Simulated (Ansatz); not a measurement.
`[NH2][Ga]([OH])[OH]` + `CO[SiH](O)C=O` → `O=[CH][Ga]([OH])[OH]` + `CO[SiH](N)O`  (redistribution)

Calculated with Ansatz (gas phase, PBE0-D4/def2-TZVP geometries, no zero-point term in ΔE). CCSD(T)/CBS adds triple-zeta CCSD(T) − MP2 to the extrapolated MP2 energy (def2 sets, frozen cores). For Ga outer-core shells are correlated without core-valence functions, which leaves a few kJ/mol of doubt a bond. Scalar relativity is left out up to krypton. Each species was taken in one conformer, which may not be the lowest.

| species | CCSD(T)/CBS(def2) energy (Eh) |
| --- | --- |
| `[NH2][Ga]([OH])[OH]` | -2131.48969 |
| `CO[SiH](O)C=O` | -594.37644 |
| `O=[CH][Ga]([OH])[OH]` | -2189.35384 |
| `CO[SiH](N)O` | -536.52175 |

(1) Work out ΔE.

Largest T1 diagnostic among the species: 0.016.

Results:

(1) ΔE = (-2189.35384) + (-536.52175) − (-2131.48969) − (-594.37644) = -0.00946 Eh = -5.9 kcal/mol.

From PBE to PBE0 (25 % exact exchange), in def2-TZVPP and without D4, ΔE moves by +0.8 kcal/mol.
